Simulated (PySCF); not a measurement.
Correlation energy of Ge (germanium, neutral)

[Ar] 3d10 4s2 4p2, high-spin 3P determinant. All numbers are calculated (PySCF 2.14, scalar relativity through the core potential, in aug-cc-pVQZ-PP with one added diffuse shell each of s, p, d, f, g type with ECP10MDF (8s7p6d4f3g, 114 functions)). Frozen: 3s2 3p6 3d10; 4 electrons correlated.

MP2 pair energies summed by pair of shells (mhartree):

```json
{"pair": "4s-4p", "energy": "-32.57", "share (%)": "60.4"}
{"pair": "4s-4s", "energy": "-16.30", "share (%)": "30.2"}
{"pair": "4p-4p", "energy": "-5.06", "share (%)": "9.4"}
```

Total MP2 correlation energy: -53.93 mhartree.

Same-spin part -9.20 and opposite-spin part -44.73 mhartree; SCS-MP2 scales them by 1/3 and 6/5 to -56.74 mhartree.
